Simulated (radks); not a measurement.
Task: Valence configurations of neutral boron (all share [He]). Method: non-relativistic Kohn-Sham, PBE, spin-unpolarised, spherical densities, point nucleus; computed with a radial shooting solver on a logarithmic mesh with Libxc functionals. Order these by energy: 2s1.5 2p1.5; 2s1 2p2; 2s0.5 2p2.5; 2s2 2p1; 2p3.

Result: From the lowest, in eV above it: 2s2 2p1 0.000; 2s1.5 2p1.5 2.919; 2s1 2p2 5.844; 2s0.5 2p2.5 8.775; 2p3 11.708. NIST lists [He] 2s2 2p1 as the ground configuration; this level of theory agrees among the configurations tried. The energies are those of spherical spin-averaged densities, not of single terms.
